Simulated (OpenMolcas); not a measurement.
Computed levels of 4d in ions with 37 electrons, in cm-1 above 2D 3/2.

- Program: OpenMolcas
- Method: SS-RASPT2, IPEA 0.25 Eh, imaginary shift 0.1 Eh
- Basis: ANO-R2
- Scalar Hamiltonian: X2C, finite nucleus
- Spin-orbit coupling: state interaction with AMFI integrals over the reference wave functions, term energies averaged over their components

Active space for each ion: 7 electrons in 8 orbitals (RAS1 4p, at most 2 holes; RAS2 4d); closed shells correlated by CASPT2: 4s.

| Level | Zr3+ | Nb4+ | Tc6+ | Ru7+ |
| --- | --- | --- | --- | --- |
| 2D 5/2 | 1493 | 2037 | 3541 | 4478 |

**Question.** Estimate 2D 5/2 for Mo5+ from its neighbours Nb4+ and Tc6+.

**Answer.** 2D 5/2 is fine structure, which grows about as the fourth power of a screened charge, so the fourth roots are averaged: ((2037^0.25 + 3541^0.25) / 2)^4 = 2711. The calculation gives 2761, so the estimate is off by -1.8 %; the measured value is 2584 (Sugar and Musgrove, J. Phys. Chem. Ref. Data 17, 155 (1988)).

Active for correlation alone: 4p; no level in the range computed is led by a configuration that opens it, so any true level of that kind is missing. Measured partners are found by configuration, term and J. A level has none where our copy of the source lacks it or the pairing is in doubt (some pairs that miss far off the trend of their configuration count as doubtful), and it then counts in no deviation. Only configurations of the active space appear.
